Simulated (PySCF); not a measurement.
**Radial density of Mn⁺ (manganese, charge +1)**

M06-L, [Ar] 3d5 4s1, high-spin 7S determinant. All numbers are calculated (PySCF 2.14, the non-relativistic Hamiltonian (point nucleus), in cc-pVTZ).

```
r (bohr)  4πr²ρ (e/bohr)  4πr²(ρα − ρβ)
 0.00108          0.1474         0.0001
 0.00182          0.4019         0.0002
 0.00306           1.069         0.0006
 0.00515           2.724         0.0014
 0.00867           6.467         0.0034
  0.0146           13.64         0.0069
  0.0245           23.60         0.0113
  0.0413           29.84         0.0117
  0.0694           25.54         0.0100
   0.117           24.59         0.0595
   0.196           33.10         0.3249
   0.330           18.92         1.3947
   0.555           12.67         3.7303
   0.934           12.83         3.9278
    1.57           3.354         1.8703
    2.64          0.7394         0.7154
    4.45         0.09035         0.0903
    7.48       0.0008938         0.0009
```
